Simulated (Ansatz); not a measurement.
`O[SiH2][AlH][Cl]` → `[OH][AlH][Cl]` + `[SiH2]` at 500 K and 1 bar (silylene formation by 1,1-elimination).

Gas-phase electronic energies from Ansatz, PBE0-D4/def2-TZVP geometries. CCSD(T)/CBS is the MP2 limit (def2-TZVPP, def2-QZVPP) plus CCSD(T) − MP2 in def2-TZVPP, frozen cores. This one scheme is used for every species. One conformer a species, not always the lowest.

| species | CCSD(T)/CBS energy (Eh) | H − E (kJ/mol) | S (J/(mol·K)) |
| --- | --- | --- | --- |
| `O[SiH2][AlH][Cl]` | -1068.55078 | 149.3 | 427.8 |
| `[OH][AlH][Cl]` | -778.29577 | 87.7 | 327.6 |
| `[SiH2]` | -290.19011 | 48.0 | 226.5 |

H − E and S are ideal-gas, rigid-rotor, harmonic terms from PBE0-D4/def2-TZVP, for one conformer and one mirror image of each species. 1 Eh = 2625.50 kJ/mol, R = 8.31446 J/(mol·K).

By hand: ΔE, ΔH, ΔS and ΔG.

ΔE = (-778.29577) + (-290.19011) − (-1068.55078) = 0.06490 Eh = 170.4 kJ/mol. Δ(H − E) = 87.7 + 48.0 − 149.3 = -13.6, so ΔH = 156.8 kJ/mol. ΔS = 327.6 + 226.5 − 427.8 = 126.3 J/(mol·K). ΔG = 156.8 − 500 × (126.3)/1000 = 93.7 kJ/mol.

By hand: the equilibrium constant, and the temperature at which ΔG would vanish if ΔH and ΔS stayed fixed.

log₁₀ K = −ΔG/(RT ln 10) = -9.8. ΔG = 0 at ΔH/ΔS = 1241 K.

The number of gas molecules changes by +1, which sets the sign of ΔS. A doubt of 5 kJ/mol in ΔE shifts log₁₀ K by 0.5 here. Other conformers and mirror images would add mixing entropy, several J/(mol·K) or more a flexible species. Modes under 60 cm⁻¹, often nearly free rotors, make the harmonic entropy too high. These are equilibria of isolated gas molecules and say nothing of rates. Largest T1 diagnostic: 0.014 (customary marks: 0.02 for closed shells, 0.045 for open ones).
